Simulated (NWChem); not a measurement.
# Lowest excitation of HFSi

```
Si
F 1 1.6354
H 1 1.5468 2 96.80
```
Charge 0, spin multiplicity 1.

Everything below was run with NWChem. The geometry was optimised at PBE0/def2-SVP, a minimum by its harmonic frequencies.

Basis set: aug-cc-pVDZ.

The cost column gives rough processor time relative to EOM-CCSD; each entry includes its own SCF.

The correlated methods keep 6 core orbitals frozen. B3LYP has NWChem's definition, with VWN1-RPA local correlation. The structure started from a generated list of species. Coupled-cluster values serve here as a point of comparison, not as the truth.

| method | lowest vertical singlet excitation energy (eV) | relative cost |
|---|---|---|
| TD-B3LYP | [?] | under 3 |
| EOM-CCSD | 3.10 | 1 |
| CIS | 3.29 | under 3 |
| TD-PBE | [?] | under 3 |
| TD-BHandHLYP | 3.00 | under 3 |

### Question
What belongs in the gaps?

### Answer

- TD-B3LYP, lowest vertical singlet excitation energy (eV): 2.90
- TD-PBE, lowest vertical singlet excitation energy (eV): 2.77
